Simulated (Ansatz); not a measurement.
Geometry optimisation, Ansatz, RKS B3LYP-D4/def2-SVP.

The input (input.yaml):

```yaml
crystal:
  periodic: [false, false, false]
  atoms:
    - { symbol: In, position_ang: [0.0, 0.0, 0.0] }
    - { symbol: Cl, position_ang: [0.0, 0.0, 2.79] }
    - { symbol: Cl, position_ang: [2.113, 0.0, -1.22] }
    - { symbol: Cl, position_ang: [-2.113, 0.0, -1.22] }
    - { symbol: F, position_ang: [0.092, -2.0857, 0.6937] }
    - { symbol: H, position_ang: [0.0675, -1.5314, 1.885] }
basis:
  gaussian: { orbitals: def2-SVP }
hamiltonian:
  xc: b3lyp
  dispersion: d4
relax:
  f_tol: 0.15
  max_steps: 25
  restrain:
    - { distance: [0, 4], at: 3.1, k: 30.0 }
    - { distance: [5, 1], at: 2.57, k: 30.0 }
    - { distance: [0, 1], at: 2.44, k: 30.0 }
    - { distance: [5, 4], at: 0.92, k: 30.0 }
```

Command:

```bash
$ ansatz run input.yaml --threads 2 --pin off --max-ram 3072MiB --backend cpu --events-out ev --progress --plain --runs-dir out
```

Q: Where does it end, and by what steps?

A: It converged. The restraints hold the end off the free minimum; the threshold counts their pulls, which the force column leaves out. Restrained pairs: In1–F5 (2.20 → 3.08 Å), Cl2–H6 (1.78 → 2.57 Å), In1–Cl2 (2.79 → 2.42 Å), F5–H6 (1.31 → 0.93 Å). After 5 steps the energy has fallen by 1.044 eV (the restraints' own energy left out); F5 moved furthest, 0.68 Å.

```json
{"step": "0", "energy less start (eV)": "0.0000", "largest force component (eV/Å)": "2.587", "accepted": "yes"}
{"step": "1", "energy less start (eV)": "-0.2809", "largest force component (eV/Å)": "3.253", "accepted": "yes"}
{"step": "2", "energy less start (eV)": "-0.6147", "largest force component (eV/Å)": "1.913", "accepted": "yes"}
{"step": "3", "energy less start (eV)": "-0.8167", "largest force component (eV/Å)": "2.070", "accepted": "yes"}
{"step": "4", "energy less start (eV)": "-0.9604", "largest force component (eV/Å)": "0.859", "accepted": "yes"}
{"step": "5", "energy less start (eV)": "-1.0440", "largest force component (eV/Å)": "0.754", "accepted": "yes"}
```

```xyz
6
Properties=species:S:1:pos:R:3
In -0.003 0.224 -0.058
Cl 0.001 0.358 2.358
Cl 2.025 0.326 -1.199
Cl -2.038 0.277 -1.192
F 0.088 -2.629 1.105
H 0.086 -2.172 1.914
```

Run time: 23 s on 2 threads of Arm Neoverse V1, on a shared host, peak memory 0.25 GiB.
